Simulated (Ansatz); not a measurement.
Reaction (ligand exchange at the Si–O bond): `O[SiH2][SiH3]` + `O[SiH3]` → `[SiH3]O[SiH2][SiH3]` + H₂O

Program: Ansatz. Geometries: PBE0-D4/def2-TZVP. ΔE: electronic, gas phase. CBS: MP2 limit from def2 TZ/QZ plus the TZ coupled-cluster correction, frozen cores. This one scheme is used for every species. Functionals use def2-TZVPP. HSE06 is defined as in plane-wave codes. One conformer a species, not always the lowest.

| level | ΔE (kJ/mol) | difference from CCSD(T)/CBS |
| --- | --- | --- |
| revPBE-D4 | -18.7 | 5.2 |
| r2SCAN-D4 | -17.4 | 6.5 |
| B97M-V | -17.6 | 6.3 |
| PBE0-D4 | -19.9 | 4.0 |
| HSE06-D4 | -19.7 | 4.2 |
| PBE-QIDH | -19.1 | 4.8 |
| BLYP | -9.8 | 14.1 |
| r2SCANh | -16.5 | 7.4 |
| HF/def2-TZVPP | -20.3 | 3.6 |
| MP2/def2-QZVPP | -23.3 | 0.6 |
| CCSD(T)/CBS | -23.9 | 0 |

Largest T1 diagnostic among the species: 0.012.

Leaving LDA and LC-ωPBE aside and taking each functional with its dispersion term where it has one, the values, not all of them listed here, spread over 10.2 kJ/mol, from BHLYP-D4 to PBE-D4. From PBE to PBE0 (25 % exact exchange), in def2-TZVPP and without D4, ΔE moves by −3.9 kJ/mol.
